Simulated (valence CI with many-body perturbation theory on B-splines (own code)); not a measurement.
## E1 transitions of As¹⁷⁺

Method: configuration interaction combined with many-body perturbation theory (CI+MBPT): six valence electrons over a frozen Dirac-Fock core [Ne], a basis of 9 s, 9 p, 8 d, 6 f, 3 g, 1 h functions for each j, with the one-electron correlation potential Σ1, the two-electron term Σ2, the three-electron term Σ3, Breit, model QED; selected CI, second order for the rest, scaled by the run's own slope (own B-spline code, finite nucleus).

No measured spectrum was set against this ion. As an estimate, levels of excited configurations hold to 0.05 to 0.15 % of their energy, terms of the ground configuration to about 0.5 %. Among the levels kept, up to 1400 cm⁻¹ of a level comes from second order outside the variational space, and about a tenth of that is noise between levels of different J, which matters for small intervals.

Lines 1 to 50 of 87 in falling wavelength, among levels below 105.10 eV, chosen from the strongest by gf and those to the six lowest levels. Wavelengths and rates use the calculated energies, so an error of 300 cm⁻¹ moves a line at 306.7 Å by 0.092 % and its rate by three times that or more. Electric multipoles are in the length gauge, E1 and E2 with the static RPA response of the core. Weak lines are less certain than strong ones. Lines between different terms over intervals too small for the method are left out, as are lines whose strength nearly cancels. The highest levels of a list are the least certain.

Names give the largest LS component (configuration and term), which can be under half, so a name can repeat, a term be missing and a line seem to break the LS rules; names also repeat where a configuration has a term twice. Letters in brackets count levels of one name in rising energy.

```
λ vac (Å)                 Upper         Lower   A (s⁻¹)  S (a.u.) with core polarisation  S without
    306.7          3s 3p5 3P°_1  3s2 3p4 1S_0  1.12e+08                         4.77e-03   4.91e-03
    264.8          3s 3p5 3P°_2  3s2 3p4 1D_2  4.41e+08                         2.02e-02   2.09e-02
    245.9          3s 3p5 3P°_1  3s2 3p4 1D_2  1.50e+08                         3.29e-03   3.39e-03
    243.4          3s 3p5 3P°_2  3s2 3p4 3P_1  1.43e+09                         5.08e-02   5.24e-02
    235.6          3s 3p5 1P°_1  3s2 3p4 1S_0  6.68e+08                         1.29e-02   1.34e-02
    227.3          3s 3p5 3P°_1  3s2 3p4 3P_1  1.53e+09                         2.67e-02   2.75e-02
    225.9      3s2 3p3 3d 5D°_1  3s2 3p4 1S_0  4.47e+04                         7.62e-07   7.61e-07
    221.2          3s 3p5 3P°_1  3s2 3p4 3P_0  1.96e+09                         3.15e-02   3.24e-02
    217.4          3s 3p5 3P°_2  3s2 3p4 3P_2  4.79e+09                         1.21e-01   1.25e-01
    214.9          3s 3p5 3P°_0  3s2 3p4 3P_1  7.17e+09                         3.51e-02   3.62e-02
    204.5          3s 3p5 3P°_1  3s2 3p4 3P_2  4.29e+09                         5.43e-02   5.60e-02
    202.1  3s2 3p3 3d 3D°_1 [a]  3s2 3p4 1S_0  9.46e+06                         1.16e-04   1.19e-04
    198.0          3s 3p5 1P°_1  3s2 3p4 1D_2  1.42e+10                         1.63e-01   1.68e-01
    191.8      3s2 3p3 3d 5D°_2  3s2 3p4 1D_2  4.06e+06                         7.07e-05   7.26e-05
    191.6      3s2 3p3 3d 5D°_3  3s2 3p4 1D_2  3.15e+06                         7.65e-05   7.83e-05
    191.0      3s2 3p3 3d 5D°_1  3s2 3p4 1D_2  1.19e+08                         1.23e-03   1.27e-03
    185.8          3s 3p5 1P°_1  3s2 3p4 3P_1  2.29e+08                         2.17e-03   2.24e-03
    181.8  3s2 3p3 3d 3D°_2 [a]  3s2 3p4 1D_2  9.47e+07                         1.41e-03   1.45e-03
    181.7          3s 3p5 1P°_1  3s2 3p4 3P_0  1.90e+07                         1.68e-04   1.72e-04
    180.3      3s2 3p3 3d 5D°_2  3s2 3p4 3P_1  3.83e+06                         5.53e-05   5.78e-05
    180.2      3s2 3p3 3d 5D°_0  3s2 3p4 3P_1  9.40e+08                         2.71e-03   2.79e-03
    179.6      3s2 3p3 3d 5D°_1  3s2 3p4 3P_1  2.00e+08                         1.72e-03   1.76e-03
    175.8      3s2 3p3 3d 5D°_1  3s2 3p4 3P_0  1.41e+08                         1.13e-03   1.17e-03
    175.6  3s2 3p3 3d 3D°_1 [b]  3s2 3p4 1S_0  1.64e+08                         1.31e-03   1.35e-03
    175.1  3s2 3p3 3d 3D°_3 [a]  3s2 3p4 1D_2  2.07e+06                         3.83e-05   3.95e-05
    173.8  3s2 3p3 3d 3D°_1 [a]  3s2 3p4 1D_2  3.63e+06                         2.82e-05   2.92e-05
    172.6  3s2 3p3 3d 3F°_2 [a]  3s2 3p4 1D_2  9.75e+05                         1.24e-05   1.27e-05
    171.5  3s2 3p3 3d 3D°_2 [a]  3s2 3p4 3P_1  4.60e+07                         5.72e-04   5.91e-04
    170.3  3s2 3p3 3d 3F°_3 [a]  3s2 3p4 1D_2  4.14e+07                         7.05e-04   7.20e-04
    170.2          3s 3p5 1P°_1  3s2 3p4 3P_2  1.08e+09                         7.91e-03   8.14e-03
    170.0  3s2 3p3 3d 3P°_1 [a]  3s2 3p4 1S_0  4.59e+07                         3.34e-04   3.47e-04
    165.6      3s2 3p3 3d 5D°_2  3s2 3p4 3P_2  5.78e+08                         6.47e-03   6.64e-03
    165.5      3s2 3p3 3d 5D°_3  3s2 3p4 3P_2  2.24e+08                         3.51e-03   3.59e-03
    165.1      3s2 3p3 3d 5D°_1  3s2 3p4 3P_2  9.62e+08                         6.41e-03   6.58e-03
    164.3  3s2 3p3 3d 3D°_1 [a]  3s2 3p4 3P_1  5.69e+07                         3.74e-04   3.82e-04
    164.1      3s2 3p3 3d 3G°_3  3s2 3p4 1D_2  2.05e+08                         3.13e-03   3.21e-03
    163.2  3s2 3p3 3d 3F°_2 [a]  3s2 3p4 3P_1  2.21e+07                         2.37e-04   2.45e-04
    162.0      3s2 3p3 3d 1S°_0  3s2 3p4 3P_1  1.15e+08                         2.40e-04   2.47e-04
    161.1  3s2 3p3 3d 3D°_1 [a]  3s2 3p4 3P_0  4.96e+06                         3.07e-05   3.07e-05
    158.2  3s2 3p3 3d 3D°_2 [a]  3s2 3p4 3P_2  5.74e+08                         5.60e-03   5.74e-03
    154.0      3s2 3p3 3d 1D°_2  3s2 3p4 1D_2  1.01e+09                         9.14e-03   9.37e-03
    153.8  3s2 3p3 3d 3D°_1 [b]  3s2 3p4 1D_2  1.97e+09                         1.06e-02   1.09e-02
    153.3  3s2 3p3 3d 3P°_1 [b]  3s2 3p4 1S_0  5.43e+08                         2.90e-03   2.98e-03
    153.0  3s2 3p3 3d 3D°_3 [a]  3s2 3p4 3P_2  2.05e+07                         2.54e-04   2.59e-04
    152.0  3s2 3p3 3d 3D°_1 [a]  3s2 3p4 3P_2  3.35e+08                         1.74e-03   1.79e-03
    151.1  3s2 3p3 3d 3F°_2 [a]  3s2 3p4 3P_2  4.72e+08                         4.02e-03   4.12e-03
    151.0      3s2 3p3 3d 3S°_1  3s2 3p4 1S_0  1.21e+09                         6.18e-03   6.37e-03
    149.5  3s2 3p3 3d 3P°_1 [a]  3s2 3p4 1D_2  2.77e+09                         1.37e-02   1.41e-02
    149.3  3s2 3p3 3d 3F°_3 [a]  3s2 3p4 3P_2  1.17e+08                         1.35e-03   1.38e-03
    147.2  3s2 3p3 3d 3D°_2 [b]  3s2 3p4 1D_2  5.64e+07                         4.44e-04   4.58e-04
```
